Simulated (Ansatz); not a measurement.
```xyz
2

I     0.0000    0.0000   -0.6181
Cl    0.0000    0.0000    1.9271
```

Basis set: def2-TZVP (spherical functions, with the set's core potentials past Kr). Correlated methods keep 9 orbitals frozen. Charge 0, multiplicity 1.

Computed with Ansatz (development build ahead of 0.2.0); each method stands on the lowest determinant of its kind that the runs found. Restricted open shells among the atoms or ions are ROHF, correlated in semicanonical orbitals with singles.

The atomization energy at this shape (free ground-state atoms in the same class of orbitals less the molecule, no zero-point energy) of singlet ICl:

```csv
method,atomization energy
RHF,17.00 kcal/mol
```

Question: What does RHF-MP2 give?

Answer: 44.87 kcal/mol. Caution: the shape is not the minimum.
